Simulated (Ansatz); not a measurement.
HgS₂⁻: single points at one geometry.

```yaml
crystal:
  periodic: [false, false, false]
  atoms:
    - {symbol: Hg, position_ang: [-0.000008, -0.000013, -0.000003]}
    - {symbol: S, position_ang: [-1.906689, 1.224333, -0.378797]}
    - {symbol: S, position_ang: [1.906697, -1.224319, 0.378800]}
basis:
  gaussian: {orbitals: def2-TZVPD, initial_orbitals: start.molden}
total_charge: -1
magnetization: {spin_polarized: true, initial_magnetization: 1}
hamiltonian: {xc: pbe}
correlation: {method: rpa}
scf: {omitted_lower_state_checks: [starts]}
```

The file start.molden holds the orbitals of an earlier run on this structure, at another level or in another basis.

```sh
$ ansatz run in.yaml --threads 4 --pin off --events-out ev --progress --plain --max-ram 3916MiB
```

Output, abridged:

```
Functional definition: PBE
927 factors; integrals over basis functions are off by at most 7.1e-4 eV
mean field evaluation 1: about -25842.2154 eV, gradient 8.1e0 eV
mean field evaluation 2: about -25842.3244 eV, gradient 1.8e-1 eV
mean field evaluation 4: about -25842.3222 eV, gradient 1.4e-3 eV
mean field evaluation 8: about -25842.3222 eV, gradient 1.1e-6 eV
mean field evaluation 16: about -25842.3222 eV, gradient 4.5e-9 eV
mean field -25842.32221058 eV, -949.6878246836 hartree, gradient 1.9e-10 eV, S^2 0.755829; 0 other end points of the search recorded, 0 dependent functions left out
10 core orbitals not correlated: weight in the atoms' cores, before any rotation towards them, 1.000 or more for the frozen orbitals, at most 0.000 for the correlated occupied ones
reference -25785.40105913 eV, -947.5960109503 hartree; 17, 16 occupied and 111, 112 virtual orbitals, 927 factors
Total energy: -25817.27281386 eV, -948.7672763332 hartree
Checks for a lower state left out: starts
```

Run time 16 s (4 threads of Arm Neoverse V1 on a shared host).

First input, but with `hamiltonian: {xc: {name: revPBE}, dispersion: d4}`, `output: {orbitals: {seedname: orbitals}}` and without the key `correlation` (abridged; 8.5 s):

```
Functional definition: revPBE
mean field -25848.79255326 eV, -949.9256053914 hartree, gradient 5.6e-6 eV, S^2 0.756220
Total energy: -25849.00040105 eV, -949.9332436568 hartree
Checks for a lower state left out: starts
```

As the first input, with `hamiltonian: {xc: pbe, dispersion: d4}`, `output: {orbitals: {seedname: orbitals}}` and without the key `correlation` (abridged; 8 s):

```
Functional definition: PBE
mean field -25842.32221798 eV, -949.6878249557 hartree, gradient 5.4e-6 eV, S^2 0.755829
Total energy: -25842.42033085 eV, -949.6914305371 hartree
Checks for a lower state left out: starts
```

The first input with `hamiltonian: {xc: {name: BHLYP}, dispersion: d4}`, `output: {orbitals: {seedname: orbitals}}` and without the key `correlation` (abridged; 17 s):

```
Functional definition: BHLYP
mean field -25846.31631540 eV, -949.8346053284 hartree, gradient 3.6e-6 eV, S^2 0.796252
Total energy: -25846.48284556 eV, -949.8407251990 hartree
Checks for a lower state left out: starts
```

The first input with `hamiltonian: {xc: {name: BLYP}, dispersion: d4}`, `output: {orbitals: {seedname: orbitals}}` and without the key `correlation` (abridged; 9 s):

```
Functional definition: BLYP
mean field -25849.98763304 eV, -949.9695237633 hartree, gradient 7.0e-6 eV, S^2 0.755684
Total energy: -25850.19141172 eV, -949.9770124916 hartree
Checks for a lower state left out: starts
```

The first input with `gaussian: {orbitals: def2-SVPD, initial_orbitals: start.molden}`, `hamiltonian: {xc: pbe0, dispersion: d4}`, `output: {orbitals: {seedname: orbitals}}` and without the key `correlation` (abridged; 8.5 s):

```
Functional definition: PBE0
mean field -25835.18323684 eV, -949.4254722377 hartree, gradient 9.0e-6 eV, S^2 0.767438
Total energy: -25835.26755804 eV, -949.4285709848 hartree
Checks for a lower state left out: starts
```

The first input with `hamiltonian: {xc: pbe0, dispersion: d4}`, `output: {orbitals: {seedname: orbitals}}` and without the key `correlation` (abridged; 16 s):

```
Functional definition: PBE0
mean field -25842.61831843 eV, -949.6987064463 hartree, gradient 5.6e-6 eV, S^2 0.770647
Total energy: -25842.70264774 eV, -949.7018054913 hartree
Checks for a lower state left out: starts
```

Geometry: PBE-D4/def2-TZVPD.

In the def2 sets Hg takes a core potential; there is no spin–orbit coupling. Correlated methods freeze 10 core orbitals; core or outer-core shells of Hg are correlated, in sets that lack core-valence functions. At BLYP-D4/def2-TZVPD the gap within one spin of the charge -1 doublet nearly closes, so an electron or hole may be smeared out by delocalisation error. The structure comes from a short search, and lower isomers may exist.
